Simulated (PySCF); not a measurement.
Cs(I) anion (CsI), SMILES [I][Cs] (connectivity only; charge and spin as stated), charge -1, multiplicity 2.

Coordinates come from a B3LYP-D3(BJ)/def2-TZVPD optimisation. The multiplicity is an assumed one; other spin states were not compared. The def2 effective core potentials stand for the cores of Cs, I; spin–orbit coupling is left out.

These are r2SCAN/def2-TZVPD (PySCF) values and carry that method's errors.

 A positive occupied level means that this level leaves the electron formally unbound; only the finite basis holds it.

```json
{
  "total_energy": "-318.09986 hartree",
  "point_group": "C∞v",
  "α spin, highest occupied and lowest empty level": "0.59 and 1.41 eV",
  "β spin, highest occupied and lowest empty level": "-1.74 and 0.89 eV",
  "dipole_moment_about_the_centre_of_nuclear_charge": "2.69 D",
  "⟨S²⟩": "0.750 (pure state 0.75)"
}
```
